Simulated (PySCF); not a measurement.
Chain-length series, n-germane fluoro/fluoro (end groups after the name). All species are isolated molecules in the gas phase. One relaxed conformer stands for each flexible species; it need not be the lowest. Strings in code marks are SMILES.

The S1 excitation (TDA) from two functionals at the same geometries (PBE-D3(BJ)/def2-SVP), both in PySCF: PBE-D3(BJ)/def2-TZVP and PBE0-D3(BJ)/def2-TZVP. Excitations are Tamm–Dancoff values on a coarser integration grid. The basis has no diffuse functions, so Rydberg states are missing or too high.

```tsv
species	PBE-D3(BJ)/def2-TZVP (eV)	PBE0-D3(BJ)/def2-TZVP (eV)
n = 1 (`[GeH2]([F])[F]`)	7.61	8.28
n = 2 (`[F][GeH2][GeH2][F]` (F–Ge–Ge–F torsion 177°))	5.35	5.84
n = 4 (`[F][GeH2][GeH2][GeH2][GeH2][F]`)	5.29	5.80
n = 5 (`[GeH2]([GeH2][F])[GeH2][GeH2][GeH2][F]`)	4.92	5.49
```

Over these rows, drawn at random from the members with no instability flagged (it was tested for open shells, ions and some series alone), PBE minus PBE0-D3(BJ): mean -0.56 eV, from -0.67 eV to -0.50 eV.
